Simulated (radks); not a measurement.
The numbers below are computed, except where a source is named.
Q: These are the eigenvalues of the occupied orbitals of an atom or ion with whole-number occupations (hartree). Level of theory: scalar-relativistic Kohn-Sham, LDA (Slater exchange, Perdew-Wang correlation), spin-unpolarised, spherical densities, point nucleus (a radial shooting solver on a logarithmic mesh with Libxc functionals).

| orbital | eigenvalue |
|---|---|
| 1s | -1315.990 |
| 2s | -207.9731 |
| 2p | -186.8444 |
| 3s | -44.59625 |
| 3p | -37.79646 |
| 3d | -27.79393 |
| 4s | -9.72652 |
| 4p | -7.53337 |
| 4d | -4.32955 |
| 5s | -2.27454 |
| 5p | -1.69940 |
| 6p | -0.65229 |

Which element is it, and in what charge state? The configuration may be excited.

A: Z = 55, caesium, charge +3: Cs3+ in [Kr] 4d9 5s2 5p4 6p1. The list shows which subshells hold electrons but not how many an open one holds; the 1s level, -1316 hartree, gives Z - s = 51.3 by -(Z - s)^2/2, which with screening and relativity narrows Z to a few neighbours, and the depths of the outer levels then fix element, charge and occupations together.
